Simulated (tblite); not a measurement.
Compound: C₄H₂F₃OP.
InChI=1S/C4H2F3OP/c5-4(6,7)3-8-1-2-9-3/h1-2H

Level: GFN2-xTB in tblite, geometry and Hessian alike; calculated harmonic values, unscaled, isolated species. This tight-binding method is rough: wavenumbers can miss measured ones by several per cent, in bad cases by 10 to 20.

Harmonic wavenumbers (cm⁻¹): 29.2, 116.9, 133.0, 308.9, 316.6, 360.5, 437.8, 507.6, 518.4, 586.7, 611.8, 711.5, 758.6, 785.1, 823.4, 867.3, 1024.1, 1026.5, 1056.2, 1073.6, 1123.1, 1231.7, 1273.5, 1294.3, 1479.0, 3128.4, 3153.0.

A = 2719, B = 1099, C = 905.2 MHz; mass 153.980 u (most abundant isotopes); point group Cs, symmetry number 1.

What is the zero-point energy?

Half the sum of the wavenumbers: 12368 cm⁻¹ = 147.96 kJ/mol.

Give the ideal-gas entropy at 273.15 K and 1 bar in the rigid-rotor, harmonic-oscillator model (classical rotation).

Translation 169.85, rotation 120.94, vibration 77.28: S = 368.1 J/(mol K).

And Cp and H(273.15 K) − H(0)?

Cp = 117.88 J/(mol K), of which vibrations give 84.63 (their classical limit is 27 R = 224.5); H(273.15 K) − H(0) = 20.11 kJ/mol without the zero-point energy, 11.03 from vibrations.

What must be added to the electronic energy to get the Gibbs energy at 273.15 K and 1 bar?

ZPE + [H(273.15 K) − H(0)] − T·S = 147.96 + 20.11 − 100.54 = 67.53 kJ/mol.

How do the functions run with temperature in this model?

```tsv
T (K)	S (J/(mol K))	Cp (J/(mol K))	H − H(0) (kJ/mol)	G − H(0) (kJ/mol)	ln q(vib)
100	283.5	60.8	4.72	-23.63	1.47
200	335.3	93.3	12.38	-54.68	3.16
300	379.5	126.4	23.39	-90.46	4.92
500	456.5	174.6	53.94	-174.30	8.53
800	547.4	210.2	112.39	-325.53	13.67
1000	595.7	222.5	155.76	-439.97	16.75
```

q(vib) and H(0) count from the zero-point level.

Which modes carry the vibrational entropy at 273.15 K?

29.2 cm⁻¹: 23.89; 116.9 cm⁻¹: 12.48; 133.0 cm⁻¹: 11.44; 308.9 cm⁻¹: 5.13; 316.6 cm⁻¹: 4.96; 360.5 cm⁻¹: 4.13 J/(mol K); the other 21 give 15.25 together.

Blend soft modes into free rotors: weight 1/[1 + (100 cm⁻¹/ν̃)⁴] for the oscillator and the rest for a rotor with moment μB/(μ + B), μ = h/(8π²ν), B = 10⁻⁴⁴ kg m². What vibrational entropy results?

69.42 J/(mol K) in place of 77.28, which changes −T·S at 273.15 K by +2.15 kJ/mol.

Hindered rotation and anharmonicity are outside this model.

Shape of the structure used: `[F:1][C:2]([F:3])([F:4])[c:5]1[o:6][cH:7][cH:8][p:9]1`: F1–C2–C5–O6 60°.
